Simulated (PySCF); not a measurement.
**Unknowns**

[PySCF 2.14.0 with density-fitted response routines: shielding tensors at PBE0/pcSseg-1 (GIAO); PBE0-D3(BJ)/def2-SVP structure; J: B3LYP/pcJ-1; no solvent; relativity neglected; rapidly exchanging positions averaged; one conformer]

References, each an isolated molecule treated in the same way: ¹H (σref 31.27), ¹³C (σref 184.41) vs TMS. Multiplet labels drop J under 1 Hz and among equivalent protons, and merge close values. Unscaled 3J(H,H) run several per cent high. Where no couplings were computed, multiplicities follow the n + 1 count of equivalent neighbours, and m marks all less simple cases (inequivalent or close neighbours, rings, F or P nearby). One-bond C–F couplings are unscaled and too large by tens of Hz. Shifts are as computed. Against solution values, carbons near 30 ppm lie about +2 ppm off and those near 130 ppm about +5 ppm; carbons on S a further +3 ppm. Of 1211 compounds with measured shifts, 218 miss one by over three times the rms of a fit or turn the order of signals round; such compounds aren't used in these exercises.

(1) C₈H₁₀S. ¹H NMR (400 MHz, computed): δ 6.72 (s, 1H), 5.11 (s, 1H), 4.98 (br s, 1H), 4.80 (br s, 1H), 2.12 (s, 3H), 1.92 (s, 3H). ¹³C{¹H} NMR (computed): δ 164.2 (C), 153.7 (C), 146.6 (CH), 144.6 (C), 117.4 (CH), 101.9 (CH2), 20.7 (CH3), 14.2 (CH3). Identify the compound.

(2) C₅F₅N. ¹³C{¹H} NMR (computed): δ 157.0 (C, dtt, J = 333.6, 8.9, 3.0 Hz), 149.9 (C, m), 139.9 (C, m). What is it?

## Answers

(1) `C=C1C=C(C)/C1=C/SC`. The formula gives 4 degrees of unsaturation. 8 carbon signals for 8 carbons: no two carbons are equivalent. Carbon types of the structure: 3 × C, 2 × CH, 1 × CH2, 2 × CH3, which accounts for all hydrogens. δC 164.2, 153.7, 144.6: fully substituted alkene carbon; an sp2 carbon of a C=C bond. δC 146.6, 117.4: alkene CH; an sp2 carbon of a C=C bond. δC 101.9: terminal =CH2 carbon; the olefinic region. δH 1.92: hydrogen on an allylic methyl carbon; allylic position.

The shifts were computed for this structure.

(2) SMILES Fc1nc(F)c(F)c(F)c1F. Rings plus π bonds: 4 (1 ring in the answer). 3 carbon signals for 5 carbons: some carbons are equivalent by symmetry or fast rotation. Carbon types of the structure: 5 × C. δC 157.0, 149.9, 139.9: aromatic carbon bearing fluorine; an ipso carbon deshielded by its heteroatom.

The shifts were computed for this structure.
